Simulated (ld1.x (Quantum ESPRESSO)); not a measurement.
Results of a calculation; reference values are marked as such.
## Potentials for Te compared

Generated with ld1.x 7.5 (TM, RRKJ, ultrasoft, PAW), atompaw 4.2 or ONCVPSP 4.0.1. The cutoff is in Ry: for ld1.x and atompaw files where the sum of valence levels is converged to 10 mRy in a Bessel basis, for ONCV files where the hardest occupied wave has 1 mHa per electron of residual kinetic energy. The error is the largest all-electron minus pseudo excitation energy over each file’s own four to seven test configurations (ionisations up to +4, promotions, holes and added fractions of an electron), all of which were solved. The labels leave out finer settings (local radius, basis sizes, second energies), which also bear on the numbers. Spin-polarised tests are not counted. The rows are a selection from randomly drawn settings: files with unsolved tests, undetermined cutoffs or missed reference levels are left out.

A true bound ghost makes a file unfit for plane-wave use even where its test errors are small: the radial tests pick states by their node count and pass the ghost by.

| potential | cutoff (Ry) | largest error (meV) | bound ghosts |
| --- | --- | --- | --- |
| TM, PBEsol, scalar-relativistic, rc 1.85/2.15/1.55 (spd), local s, core correction yes, reference 4d10 5s2 5p2 | 90 | -617 | none |
| TM, BLYP, scalar-relativistic, rc 1.65/2.05 (sp), local s, core correction yes, reference 5s2 5p1 | 30 | -33 | none |
| TM, BP86, scalar-relativistic, rc 1.90/2.35 (sp), local p, core correction no, reference 5s1 5p5 | 25 | +92 | none |
| TM, PBE, scalar-relativistic, rc 1.65/2.05/1.35 (spd), local smoothed, core correction yes, reference 4d10 5s2 5p3.75 | 100 | +50 | s |
| ultrasoft, LDA (PZ), scalar-relativistic, rc 2.10/2.55/1.85 (spd), local smoothed, core correction yes, reference 5s1 5p5 | 10 | -192 | d |
| TM, PBE, scalar-relativistic, rc 1.60/2.00 (sp), local smoothed, core correction yes, reference 5s2 5p4 | 30 | -111 | d |

Q: Fill in the row for Te: RRKJ, LDA (PZ), scalar-relativistic, rc 1.65/1.65/1.45 (spd), local s, core correction yes, reference 4d10 5s2 5p4.

A: cutoff 80 Ry, largest error -304 meV, bound ghosts: none.
